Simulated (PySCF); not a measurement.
F4Ti, SMILES [F][Ti]([F])([F])[F] (connectivity only; charge and spin as stated), charge +1, multiplicity 2.

Coordinates come from a TPSSh-D3(BJ)/def2-SVP optimisation. The spin state was assumed, not searched. The isomer is the one that the SMILES or the coordinates give; other isomers of the formula were not compared.

Level of theory: TDA-PBE/def2-SVPD (PySCF 2.14.0).

Vertical excitations. Gas-phase values at a fixed geometry.

| state | energy (eV) | λ (nm) | f | main pairs |
|---|---|---|---|---|
| root 1 | 1.25 | 994 | 0.000 | β HOMO−1→LUMO 100 % |
| root 2 | 1.31 | 947 | 0.000 | β HOMO→LUMO 100 % |
| root 3 | 1.74 | 714 | 0.002 | β HOMO−2→LUMO 99 % |
| root 4 | 1.84 | 675 | 0.000 | β HOMO−3→LUMO 96 % |
| root 5 | 1.87 | 664 | 0.000 | β HOMO−4→LUMO 100 % |
| root 6 | 2.36 | 526 | 0.000 | β HOMO−5→LUMO 100 % |
| root 7 | 2.60 | 478 | 0.001 | β HOMO−6→LUMO 76 %, β HOMO−7→LUMO 14 % |
| root 8 | 2.89 | 429 | 0.000 | β HOMO−8→LUMO 99 % |
| root 9 | 2.99 | 414 | 0.001 | β HOMO−7→LUMO 74 %, β HOMO−10→LUMO 21 % |
| root 10 | 3.15 | 394 | 0.000 | β HOMO−9→LUMO 100 % |
Unrestricted roots are not spin-pure.
